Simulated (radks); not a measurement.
Species: Xe46+. Configuration: [He] 2s2 2p4. All-electron calculation, Dirac Kohn-Sham, PBE, spin-unpolarised, spherical densities, finite nucleus; open shells fill j = l - 1/2 first; Fermi nuclear charge, rms radius 4.7859 fm. Program: a radial shooting solver on a logarithmic mesh with Libxc functionals.

Spin-orbit splittings of the eigenvalues, e(l+1/2) - e(l-1/2), with zeta = 2 splitting/(2l+1) and mean radii in bohr:

shell  occ.  splitting (eV)  zeta (eV)  <r> j=l-1/2  <r> j=l+1/2
2p        4               ?          ?      0.09262      0.09795
3p        0           96.74      64.50       0.2452       0.2529

Estimate the 2p splitting.

Answer. 351.6 eV (zeta = 234.4 eV).
